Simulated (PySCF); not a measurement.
C₃H₆Cl, doublet, at a GFN2-xTB geometry, atoms displaced at random by about 0.03 Å a coordinate; PBE/STO-3G, gradient (PySCF).

Here is a job for PySCF.
```python
from pyscf import gto, scf, dft

mol = gto.M(
    atom='''
C     0.778107   -0.044517   -0.909686
C     2.092597   -0.141628   -0.226940
C    -0.268691    0.759849   -0.473523
H     0.647960   -0.640511   -1.793652
H     2.070014   -1.133784    0.335536
Cl   -1.353220   -0.309787    0.715656
H     2.871909   -0.185977   -0.852257
H     2.180019    0.565693    0.562937
H     0.012868    1.587677    0.156013
H    -0.985358    1.027261   -1.257119
''',
    basis='sto-3g',
    charge=0,
    spin=1,
    verbose=3,
)

mf = dft.UKS(mol)
mf.xc = 'pbe'
mf.grids.level = 5
mf.kernel()
g = mf.nuc_grad_method()
g.grid_response = False
grad = g.kernel()
```

### Question
What does PySCF print? Leave out banner, timings and long lists.

### Answer

```
converged SCF energy = -571.252309469692  <S^2> = 0.75429328  2S+1 = 2.0042887
--------------- UKS gradients ---------------
         x                y                z
0 C    -0.0483880235     0.0146058758     0.0257214991
1 C     0.0807843629     0.0516458368    -0.0754080871
2 C     0.0509518516    -0.0124303003    -0.0134234931
3 H     0.0047429567     0.0153208832     0.0196760901
4 H    -0.0059937419    -0.0110168797     0.0099413198
5 Cl     0.0088623176     0.0034376540    -0.0078708696
6 H    -0.0839979095    -0.0017491755     0.0655474093
7 H    -0.0092074306    -0.0306098071    -0.0176075455
8 H    -0.0051910037    -0.0220593005    -0.0125356610
9 H     0.0074362879    -0.0071463058     0.0059566213
----------------------------------------------
```
